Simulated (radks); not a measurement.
Excited configurations of Ne: one electron is placed in a higher orbital outside [He] 2s2 2p5. The ground configuration is [Ne]. Method: scalar-relativistic Kohn-Sham, SCAN, spin-polarised, spherical densities, finite nucleus; open shells are filled with parallel spins first; meta-GGA in the generalised Kohn-Sham scheme; Fermi nuclear charge, rms radius 3.0055 fm; computed with a radial shooting solver on a logarithmic mesh with Libxc functionals. Excitation = E - E(ground); binding = E(ion) - E, where the ion is the core of charge +1; n* = 1/sqrt(2 binding) in atomic units, and the quantum defect is n - n*.

| outer orbital | excitation (eV) | binding (eV) | n* | quantum defect |
|---|---|---|---|---|
| 3p | 19.525 | 2.969 | 2.141 | 0.859 |
| 3d | 20.991 | 1.503 | 3.009 | -0.009 |
| 4f | 21.606 | 0.888 | 3.915 | 0.085 |
| 5d | 21.890 | 0.604 | 4.747 | 0.253 |
| 6f | 22.064 | 0.430 | 5.627 | 0.373 |
| 7f | 22.172 | 0.321 | 6.506 | 0.494 |

The Delta-SCF ionisation energy is 22.494 eV (NIST Atomic Spectra Database: 21.565 eV, measured). Self-interaction in the functional shifts the binding energies and quantum defects, so they are the method's values and not measured ones. Open shells are spherical and high-spin; term and fine-structure splittings are not resolved.
